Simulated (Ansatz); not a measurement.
Ansatz (a first-principles code) input (SVWN5/def2-TZVP):

Ansatz 0.2 input:
```yaml
crystal:
  periodic: [false, false, false]
  atoms:
    - {symbol: C, position_ang: [-2.26988681, -0.09702818, -0.04211232]}
    - {symbol: C, position_ang: [-0.78505281, -0.16716999, 0.11031537]}
    - {symbol: C, position_ang: [-0.05456739, -0.98901595, 0.92118721]}
    - {symbol: C, position_ang: [1.35086930, -0.78860325, 0.81609712]}
    - {symbol: C, position_ang: [1.67499178, 0.18757973, -0.07732554]}
    - {symbol: S, position_ang: [0.26626179, 0.86857042, -0.79622816]}
    - {symbol: H, position_ang: [-2.65873567, 0.88955254, 0.21978975]}
    - {symbol: H, position_ang: [-2.74182066, -0.82854220, 0.61398383]}
    - {symbol: H, position_ang: [-2.58350762, -0.31225602, -1.06605402]}
    - {symbol: H, position_ang: [-0.51183624, -1.71810334, 1.57587329]}
    - {symbol: H, position_ang: [2.08416424, -1.34648794, 1.38042302]}
    - {symbol: H, position_ang: [2.65342293, 0.54413595, -0.35333640]}
basis:
  gaussian:
    orbitals: def2-TZVP
hamiltonian:
  xc: {name: SVWN5}
relax: {f_tol: 0.003, max_steps: 100}
```

Output:

```
Functional definition: SVWN5
integrals: 0.17 GiB planned
1425 factors; their error is unknown
0.15 GiB of the device are held for the grids
1.24 GiB of device memory are held for the factors and their scratch space
mean field: 1.11 GiB planned
mean field evaluation 1: about -16007.9659 eV, gradient 1.0e2 eV
mean field evaluation 2: about -15841.8072 eV, gradient 2.8e2 eV
mean field evaluation 4: about -16027.1987 eV, gradient 5.2e1 eV
mean field evaluation 8: about -16034.5092 eV, gradient 6.9e-1 eV
mean field evaluation 16: about -16034.4683 eV, gradient 8.5e-3 eV
mean field -16034.46831443 eV, -589.2558420024 hartree, gradient 1.5e-5 eV, S^2 0.000000; 0 other end points of the search recorded, 0 dependent functions left out
the calculation of the forces begins
reference -16034.46835201 eV, -589.2558433833 hartree; 26, 26 occupied and 202, 202 virtual orbitals, 1425 factors
relax step   1: F+E_penalty+E_count = -16034.46831443 eV  Δ(F+E_penalty+E_count) = +0.000e0 eV  max|allowed force component| = 8.263e-1 eV/Å  Δτ_max = 0.0000 Å  (36 SCF iters, accepted)
these checks for a lower state are left out or cut short: starts, cluster_reference, orbital_swaps, neighbouring_geometries, increment
integrals: 0.17 GiB planned
1425 factors; their error is unknown
0.15 GiB of the device are held for the grids
1.24 GiB of device memory are held for the factors and their scratch space
mean field: 1.11 GiB planned
mean field -16034.49071642 eV, -589.2566652603 hartree, gradient 1.1e-5 eV, S^2 0.000000; 0 other end points of the search recorded, 0 dependent functions left out
the calculation of the forces begins
reference -16034.49075412 eV, -589.2566666457 hartree; 26, 26 occupied and 202, 202 virtual orbitals, 1425 factors
relax step   2: F+E_penalty+E_count = -16034.49071642 eV  Δ(F+E_penalty+E_count) = -2.240e-2 eV  max|allowed force component| = 3.514e-1 eV/Å  Δτ_max = 0.0111 Å  (36 SCF iters, accepted)
these checks for a lower state are left out or cut short: starts, cluster_reference, orbital_swaps, neighbouring_geometries, increment
integrals: 0.17 GiB planned
1425 factors; their error is unknown
0.15 GiB of the device are held for the grids
1.24 GiB of device memory are held for the factors and their scratch space
mean field: 1.11 GiB planned
mean field evaluation 32: about -16034.5351 eV, gradient 1.3e0 eV
mean field -16034.49643164 eV, -589.2568752906 hartree, gradient 1.1e-5 eV, S^2 0.000000; 0 other end points of the search recorded, 0 dependent functions left out
the calculation of the forces begins
reference -16034.49646940 eV, -589.2568766783 hartree; 26, 26 occupied and 202, 202 virtual orbitals, 1425 factors
relax step   3: F+E_penalty+E_count = -16034.49643164 eV  Δ(F+E_penalty+E_count) = -5.715e-3 eV  max|allowed force component| = 5.347e-2 eV/Å  Δτ_max = 0.0100 Å  (36 SCF iters, accepted)
these checks for a lower state are left out or cut short: starts, cluster_reference, orbital_swaps, neighbouring_geometries, increment
integrals: 0.17 GiB planned
1425 factors; their error is unknown
0.15 GiB of the device are held for the grids
1.24 GiB of device memory are held for the factors and their scratch space
mean field: 1.11 GiB planned
mean field -16034.49633247 eV, -589.2568716463 hartree, gradient 1.1e-5 eV, S^2 0.000000; 0 other end points of the search recorded, 0 dependent functions left out
the calculation of the forces begins
reference -16034.49637023 eV, -589.2568730340 hartree; 26, 26 occupied and 202, 202 virtual orbitals, 1425 factors
relax step   4: F+E_penalty+E_count = -16034.49633247 eV  Δ(F+E_penalty+E_count) = +9.917e-5 eV  max|allowed force component| = 6.693e-2 eV/Å  Δτ_max = 0.0060 Å  (37 SCF iters, rejected (line search))
these checks for a lower state are left out or cut short: starts, cluster_reference, orbital_swaps, neighbouring_geometries, increment
integrals: 0.17 GiB planned
1425 factors; their error is unknown
0.15 GiB of the device are held for the grids
1.24 GiB of device memory are held for the factors and their scratch space
mean field: 1.11 GiB planned
mean field -16034.49663216 eV, -589.2568826596 hartree, gradient 1.1e-5 eV, S^2 0.000000; 0 other end points of the search recorded, 0 dependent functions left out
the calculation of the forces begins
reference -16034.49666992 eV, -589.2568840473 hartree; 26, 26 occupied and 202, 202 virtual orbitals, 1425 factors
relax step   5: F+E_penalty+E_count = -16034.49663216 eV  Δ(F+E_penalty+E_count) = -2.005e-4 eV  max|allowed force component| = 1.275e-2 eV/Å  Δτ_max = 0.0029 Å  (36 SCF iters, accepted)
these checks for a lower state are left out or cut short: starts, cluster_reference, orbital_swaps, neighbouring_geometries, increment
integrals: 0.17 GiB planned
1425 factors; their error is unknown
0.15 GiB of the device are held for the grids
1.24 GiB of device memory are held for the factors and their scratch space
mean field: 1.11 GiB planned
mean field -16034.49663605 eV, -589.2568828026 hartree, gradient 1.1e-5 eV, S^2 0.000000; 0 other end points of the search recorded, 0 dependent functions left out
the calculation of the forces begins
reference -16034.49667381 eV, -589.2568841903 hartree; 26, 26 occupied and 202, 202 virtual orbitals, 1425 factors
relax step   6: F+E_penalty+E_count = -16034.49663605 eV  Δ(F+E_penalty+E_count) = -3.891e-6 eV  max|allowed force component| = 2.142e-3 eV/Å  Δτ_max = 0.0005 Å  (37 SCF iters, accepted)
integrals: 0.17 GiB planned
1425 factors; their error is unknown
0.15 GiB of the device are held for the grids
1.24 GiB of device memory are held for the factors and their scratch space
mean field: 1.11 GiB planned
mean field evaluation 64: about -16034.5381 eV, gradient 5.7e-1 eV
mean field -16034.49663605 eV, -589.2568828026 hartree, gradient 1.1e-5 eV, S^2 0.000000; 1 other end points of the search recorded, 0 dependent functions left out
the calculation of the forces begins
reference -16034.49667381 eV, -589.2568841903 hartree; 26, 26 occupied and 202, 202 virtual orbitals, 1425 factors
Total energy: -16034.49667381 eV, -589.2568841903 hartree
Atom 0 at    -2.252262    -0.094597    -0.043354 Å, force    -0.001227     0.000261    -0.000315 eV/Å
Atom 1 at    -0.784474    -0.164950     0.108275 Å, force    -0.000452    -0.000794     0.000715 eV/Å
Atom 2 at    -0.052488    -0.987763     0.920138 Å, force     0.000270     0.000131    -0.000107 eV/Å
Atom 3 at     1.339565    -0.789041     0.815845 Å, force    -0.000273     0.001358    -0.001285 eV/Å
Atom 4 at     1.660322     0.189083    -0.079588 Å, force     0.002142    -0.001138     0.001189 eV/Å
Atom 5 at     0.261718     0.856168    -0.784902 Å, force     0.000003    -0.000401     0.000375 eV/Å
Atom 6 at    -2.652638     0.898520     0.221006 Å, force    -0.000054    -0.000058     0.000051 eV/Å
Atom 7 at    -2.728615    -0.833310     0.619212 Å, force    -0.000001    -0.000149     0.000139 eV/Å
Atom 8 at    -2.576834    -0.312492    -1.074684 Å, force    -0.000054    -0.000058     0.000051 eV/Å
Atom 9 at    -0.521231    -1.722954     1.579857 Å, force    -0.001261     0.000323    -0.000376 eV/Å
Atom 10 at     2.084629    -1.350102     1.383828 Å, force     0.000836     0.000327    -0.000257 eV/Å
Atom 11 at     2.646611     0.554069    -0.363019 Å, force     0.000071     0.000198    -0.000181 eV/Å
Dipole moment:    -0.102425    -0.064379     0.054180 e Å
```
